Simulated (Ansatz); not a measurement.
**Molecular dynamics, step by step**

LiH2Se (charge +1), singlet, PBE0-D4/def2-SVP (Ansatz 0.2.0). Settings (timestep in fs, temperature in K; T counts 6 degrees of freedom):

```yaml
hamiltonian: {xc: pbe0, dispersion: d4}
md: {n_steps: 40, timestep: 0.5, temperature: 700, ensemble: nvt_nose_hoover, seed: 972, initial_velocities: maxwell_boltzmann}
```

Start:

```csv
atom,x (Å),y (Å),z (Å)
Li1,0.2220,-0.0916,-2.0312
Se2,-0.6668,0.0007,0.3405
H3,0.2470,-1.0095,0.8957
H4,0.1978,1.1006,0.7951
```

```
step  time (fs)  potential energy less the start (meV)  kinetic energy (meV)  T (K)
   0       0.00                                    0.0                 181.0    700
   2       1.00                                    6.4                 174.6    675
   4       2.00                                   24.2                 156.9    607
   6       3.00                                   45.8                 135.5    524
   8       4.00                                   62.9                 118.5    458
  10       5.00                                   71.3                 110.1    426
  12       6.00                                   72.5                 108.7    421
  14       7.00                                   72.6                 108.6    420
  16       8.00                                   78.2                 103.0    398
  18       9.00                                   91.3                  90.1    348
  20      10.00                                  106.8                  74.7    289
  22      11.00                                  116.3                  65.3    253
  24      12.00                                  115.9                  65.7    254
  26      13.00                                  110.7                  70.8    274
  28      14.00                                  109.9                  71.6    277
  30      15.00                                  119.0                  62.6    242
  32      16.00                                  135.7                  46.1    178
  34      17.00                                  152.8                  29.2    113
  36      18.00                                  163.1                  19.0     73
  38      19.00                                  163.9                  18.2     70
  40      20.00                                  157.7                  24.3     94
```

Step 10, positions (Å) and forces (eV/Å):

```
atom       x       y       z      Fx      Fy      Fz
 Li1   0.228  -0.110  -2.029   0.007   0.086  -0.073
 Se2  -0.670   0.003   0.340   1.252  -0.341   0.645
  H3   0.404  -0.991   0.763  -0.827   0.351  -0.235
  H4   0.223   1.051   0.927  -0.432  -0.096  -0.337
```

Step 32, positions (Å) and forces (eV/Å):

| atom | x | y | z | Fx | Fy | Fz |
| --- | --- | --- | --- | --- | --- | --- |
| Li1 | 0.240 | -0.135 | -2.034 | -0.045 | 0.217 | -0.083 |
| Se2 | -0.670 | 0.005 | 0.343 | 0.567 | -0.396 | 0.078 |
| H3 | 0.446 | -1.006 | 0.445 | -0.493 | 0.402 | 0.315 |
| H4 | 0.104 | 1.060 | 1.052 | -0.029 | -0.224 | -0.311 |

Step 36, positions (Å) and forces (eV/Å):

| atom | x | y | z | Fx | Fy | Fz |
| --- | --- | --- | --- | --- | --- | --- |
| Li1 | 0.242 | -0.136 | -2.036 | -0.052 | 0.224 | -0.076 |
| Se2 | -0.670 | 0.005 | 0.344 | 0.648 | -0.468 | 0.060 |
| H3 | 0.442 | -1.031 | 0.419 | -0.592 | 0.640 | 0.375 |
| H4 | 0.084 | 1.081 | 1.055 | -0.003 | -0.396 | -0.360 |

Last step (40):

```csv
atom,x (Å),y (Å),z (Å)
Li1,0.2432,-0.1361,-2.0393
Se2,-0.6691,0.0051,0.3442
H3,0.4173,-1.0330,0.4085
H4,0.0651,1.0880,1.0450
```

The run took about 23 s on 2 CPU threads of an Arm Neoverse V2 (shared host).
